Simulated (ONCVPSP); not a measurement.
## An all-electron radial function and its pseudo partner (magnesium)

Columns: radius, all-electron u(r) and pseudo u(r) of the 2s shell (level -84.11 eV) of magnesium in the configuration [He] 2s2 2p6 3s1.5; PBE, scalar-relativistic, ONCV scheme, ONCVPSP 4.0.1.

```csv
r (bohr),all-electron,pseudo
0.065,-0.5588,0.2219
0.130,-0.3275,0.4351
0.195,0.1084,0.6314
0.260,0.5237,0.8035
0.325,0.8447,0.9454
0.390,1.0606,1.0534
0.455,1.1838,1.1257
0.520,1.2341,1.1625
0.585,1.2307,1.1663
0.650,1.1905,1.1416
0.715,1.1264,1.0938
0.780,1.0483,1.0290
0.845,0.9633,0.9532
0.910,0.8763,0.8717
0.975,0.7907,0.7890
1.040,0.7088,0.7083
1.105,0.6320,0.6318
1.170,0.5609,0.5608
1.235,0.4959,0.4958
1.300,0.4370,0.4369
1.365,0.3840,0.3839
1.430,0.3366,0.3365
1.495,0.2944,0.2944
1.560,0.2570,0.2570
1.625,0.2240,0.2240
1.690,0.1949,0.1949
```

(1) How many radial nodes do the two functions have?

(2) At about which radius was the pseudo-wave matched?

(3) Is the pseudo-wave norm-conserving?

Results:

(1) The all-electron 2s function has n − l − 1 = 1; the pseudo-wave has 0, since the states of the same l below it are removed with the core.

(2) 1.20 bohr. The columns agree to 0.0005 from 1.04 bohr on; several derivatives are matched, so the curves merge somewhat inside the radius.

(3) Yes: the ONCV scheme keeps the norm inside the radius equal to the all-electron one, which fixes the energy derivative of the logarithmic derivative at the level.
